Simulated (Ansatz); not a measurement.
`C[SiH](O)S` + HI → `C[SiH](O)I` + H₂S  (ligand exchange at the Si–S bond)

Program: Ansatz. Geometries: PBE0-D4/def2-TZVP. ΔE: electronic, gas phase. CCSD(T)/CBS is the MP2 limit (def2-TZVPP, def2-QZVPP) plus CCSD(T) − MP2 in def2-TZVPP, frozen cores. This one scheme is used for every species. def2 core potentials past Kr. For I outer-core shells are correlated without core-valence functions, which leaves a few kJ/mol of doubt a bond. One conformer a species, not always the lowest.

| species | CCSD(T)/def2-TZVPP energy (Eh) |
| --- | --- |
| `C[SiH](O)S` | -803.65950 |
| HI | -297.73743 |
| `C[SiH](O)I` | -702.47412 |
| H₂S | -398.93111 |

Work out ΔE.

ΔE = (-702.47412) + (-398.93111) − (-803.65950) − (-297.73743) = -0.00830 Eh = -0.23 eV. CCSD(T)/CBS gives -0.29 eV.

Largest T1 diagnostic among the species: 0.011.
